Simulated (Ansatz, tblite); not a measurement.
Forces on Ga₁₃N₁₄H₃₄⁺, a nanocrystal cut from wurtzite GaN (hydrogen-capped) at its PBE-D4/def2-SVP geometry. The state is a singlet with charge 1.

The xTB rows come from tblite. Single mean-field runs in def2-TZVP are fitted with def2-universal-jkfit.

GFN2-xTB (tblite), largest force 0.54 eV/Å:

```xyz
61
positions Å, forces eV/Å
N    -0.156    0.343   -3.615    0.074   -0.152   -0.514
Ga   -0.260    2.097   -2.540   -0.294    0.058    0.274
N     1.646    2.562   -2.165    0.180    0.268   -0.243
N     2.850   -0.408   -2.218    0.271   -0.201   -0.421
Ga    2.813    1.329   -1.112   -0.011   -0.013    0.406
N    -2.720   -0.647   -2.322   -0.317   -0.303   -0.316
Ga   -0.849   -1.297   -2.676    0.185   -0.090    0.299
Ga   -2.867    1.092   -1.226    0.291    0.283   -0.020
N    -1.026    1.532   -0.864   -0.012    0.001   -0.023
Ga   -1.159    3.276    0.207    0.091   -0.425   -0.145
N     0.081   -1.469   -0.963    0.012   -0.227   -0.149
Ga    1.919   -1.988   -1.390   -0.357    0.046    0.047
Ga   -0.011    0.204    0.133   -0.003    0.055    0.037
N     1.806    0.825    0.452    0.024   -0.008   -0.007
N    -0.156    2.839    1.861   -0.021    0.376    0.247
Ga    1.783    2.542    1.573   -0.112   -0.374   -0.238
N     2.972   -2.067    0.324    0.291   -0.455   -0.034
Ga    2.937   -0.356    1.472   -0.039    0.365   -0.174
N    -3.666    0.515    0.512   -0.398    0.045    0.049
N    -2.584   -2.503    0.522   -0.308   -0.425   -0.129
Ga   -0.724   -3.007   -0.058    0.160    0.245   -0.214
Ga   -2.728   -0.806    1.682    0.304    0.108    0.248
N    -0.897   -0.217    1.814   -0.010   -0.022    0.011
Ga   -1.025    1.460    2.989    0.082   -0.299   -0.337
N     0.104   -3.172    1.769    0.102   -0.527    0.061
Ga    0.003   -1.487    2.950   -0.310    0.261   -0.038
N     1.898   -0.873    3.098    0.207   -0.106    0.330
H    -0.737    0.492   -4.455   -0.017   -0.013    0.187
H     0.775    0.163   -4.017   -0.131    0.104    0.079
H    -0.991    3.123   -3.477    0.127   -0.244    0.269
H     2.125    2.906   -3.011   -0.047   -0.029    0.086
H     1.574    3.401   -1.557   -0.025   -0.173   -0.043
H     2.545   -0.280   -3.193    0.057    0.056    0.166
H     3.847   -0.653   -2.326   -0.131    0.016    0.134
H     4.307    1.800   -1.014   -0.362   -0.122    0.042
H    -3.160   -0.442   -3.234    0.148    0.051    0.103
H    -3.305   -1.411   -1.958    0.056    0.176   -0.015
H    -0.841   -2.556   -3.623    0.019    0.278    0.251
H    -3.793    2.043   -2.064    0.274   -0.187    0.195
H    -0.363    4.347   -0.669   -0.094   -0.027    0.119
H    -2.717    3.439    0.518    0.141    0.064    0.001
H     2.111   -3.294   -2.250   -0.085    0.304    0.202
H    -0.204    3.704    2.427    0.007   -0.121   -0.080
H     2.388    3.661    0.607   -0.044   -0.039    0.143
H     2.501    2.139    2.941   -0.056    0.112   -0.090
H     3.963   -2.218    0.076   -0.139    0.123   -0.030
H     2.741   -2.919    0.851    0.049    0.178   -0.019
H     4.440   -0.011    1.762   -0.370   -0.027   -0.104
H    -4.666    0.288    0.412    0.098    0.027    0.013
H    -3.659    1.384    1.080    0.075   -0.135   -0.093
H    -3.226   -2.505   -0.283    0.064    0.059    0.162
H    -2.950   -3.273    1.103    0.143    0.122   -0.005
H    -0.707   -4.379   -0.830    0.014    0.342    0.153
H    -3.552   -1.229    2.949    0.251    0.115   -0.268
H    -2.591    1.741    3.119    0.143    0.033    0.048
H    -0.125    1.126    4.265   -0.103    0.094   -0.066
H     1.051   -3.570    1.702   -0.132    0.108    0.072
H    -0.411   -3.906    2.281   -0.030    0.165   -0.085
H    -0.618   -1.962    4.312    0.098    0.154   -0.339
H     1.821    0.018    3.627   -0.028   -0.110   -0.140
H     2.447   -1.486    3.719   -0.054    0.065   -0.058
```

PBE-D4/def2-TZVP (Ansatz), largest force 0.30 eV/Å:

```
N 0.080 -0.006 -0.292
Ga 0.016 0.041 -0.036
N 0.089 0.278 -0.041
N 0.165 -0.028 -0.253
Ga 0.034 0.036 -0.028
N -0.241 -0.130 -0.131
Ga -0.004 -0.048 -0.045
Ga -0.055 0.013 -0.001
N 0.003 -0.010 -0.001
Ga 0.000 0.027 0.021
N 0.000 0.008 0.006
Ga 0.016 -0.053 -0.036
Ga 0.000 -0.007 -0.005
N -0.005 -0.008 -0.005
N -0.009 0.171 0.112
Ga -0.005 0.028 0.019
N 0.181 -0.235 0.065
Ga 0.037 -0.010 0.042
N -0.220 0.159 0.114
N -0.237 -0.183 -0.050
Ga -0.003 -0.061 -0.026
Ga -0.055 0.002 0.016
N 0.003 -0.005 -0.009
Ga 0.000 0.030 0.016
N 0.099 -0.266 0.106
Ga 0.020 -0.016 0.051
N 0.103 0.078 0.264
H 0.113 -0.025 0.199
H -0.218 0.038 0.099
H 0.002 -0.022 0.020
H -0.110 -0.101 0.183
H 0.009 -0.183 -0.118
H 0.067 -0.033 0.231
H -0.218 0.058 0.045
H -0.024 -0.016 0.008
H 0.108 -0.027 0.201
H 0.143 0.177 -0.084
H 0.004 0.020 0.024
H 0.026 -0.013 0.008
H -0.011 -0.023 0.014
H 0.027 -0.008 -0.006
H -0.012 0.024 0.017
H 0.010 -0.187 -0.122
H -0.013 -0.023 0.013
H -0.015 0.002 -0.025
H -0.218 0.055 0.050
H 0.049 0.201 -0.127
H -0.025 0.000 -0.016
H 0.234 0.031 0.009
H 0.012 -0.182 -0.119
H 0.156 0.001 0.186
H 0.093 0.178 -0.112
H 0.004 0.031 0.009
H 0.025 0.003 -0.017
H 0.027 -0.008 -0.007
H -0.013 0.003 -0.026
H -0.223 0.095 0.010
H 0.098 0.177 -0.110
H -0.001 0.010 -0.028
H 0.009 -0.181 -0.121
H -0.127 0.121 -0.158
```

BLYP-D4/def2-TZVP (Ansatz), largest force 0.44 eV/Å:

```
N 0.154 -0.013 -0.410
Ga -0.045 0.138 -0.155
N 0.118 0.420 -0.027
N 0.205 -0.026 -0.386
Ga 0.192 0.079 -0.045
N -0.353 -0.208 -0.154
Ga 0.011 -0.221 -0.147
Ga -0.168 0.090 -0.093
N 0.019 -0.017 0.024
Ga -0.090 0.221 -0.009
N -0.002 0.041 0.027
Ga 0.014 -0.222 -0.145
Ga 0.002 -0.038 -0.025
N -0.035 -0.003 0.000
N -0.014 0.258 0.169
Ga 0.143 0.162 0.099
N 0.230 -0.354 0.117
Ga 0.197 0.000 0.077
N -0.301 0.259 0.184
N -0.350 -0.240 -0.105
Ga 0.011 -0.223 -0.144
Ga -0.158 -0.056 0.131
N 0.017 0.017 -0.026
Ga -0.079 0.077 0.211
N 0.181 -0.372 0.141
Ga -0.028 -0.087 0.191
N 0.138 0.149 0.387
H 0.132 -0.031 0.217
H -0.234 0.045 0.111
H 0.014 -0.040 0.035
H -0.121 -0.110 0.202
H 0.027 -0.213 -0.173
H 0.070 -0.031 0.252
H -0.244 0.063 0.043
H -0.049 -0.024 0.006
H 0.117 -0.036 0.225
H 0.154 0.195 -0.086
H 0.002 0.041 0.036
H 0.041 -0.029 0.022
H -0.030 -0.037 0.043
H 0.064 0.000 -0.005
H -0.011 0.044 0.029
H 0.012 -0.218 -0.143
H -0.028 -0.037 0.044
H -0.033 0.024 -0.049
H -0.244 0.054 0.057
H 0.051 0.221 -0.134
H -0.050 -0.007 -0.021
H 0.257 0.036 0.011
H -0.018 -0.231 -0.150
H 0.168 0.007 0.202
H 0.100 0.196 -0.131
H 0.002 0.049 0.023
H 0.038 0.010 -0.038
H 0.064 -0.002 -0.003
H -0.035 0.023 -0.049
H -0.239 0.108 0.013
H 0.115 0.192 -0.124
H 0.010 0.017 -0.051
H 0.030 -0.243 -0.127
H -0.139 0.135 -0.173
```
